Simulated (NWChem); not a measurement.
Species: CH$_{3}$AlCl$_{2}$; SMILES [Cl][Al]([CH3])[Cl]

```xyz
7

Al     0.3430    -0.0006     0.0075
Cl    -0.7653    -1.7998    -0.0011
Cl    -0.7768     1.7917    -0.0011
C      2.2857     0.0130    -0.0009
H      2.6841     0.8361     0.6260
H      2.6540     0.1803    -1.0354
H      2.7046    -0.9489     0.3553
```
Atoms are numbered in this order, from 1.

Coordinates come from a PBE-D3(BJ)/def2-SVP optimisation.

Question: List the 6 lowest vertical singlet excitations from LDA (Slater exchange, VWN5)/6-31+G* (spherical d), TDA (NWChem).

Answer: 
```csv
state,energy (eV),oscillator strength,leading excitation (squared amplitude)
S1,5.77,0.000,HOMO−1 → LUMO (0.96)
S2,5.78,0.005,HOMO → LUMO (0.94)
S3,6.03,0.010,HOMO−1 → LUMO+1 (0.94)
S4,6.23,0.140,HOMO → LUMO+1 (0.88)
S5,6.27,0.002,HOMO−2 → LUMO+1 (0.92)
S6,6.46,0.077,HOMO−2 → LUMO (0.78)
```
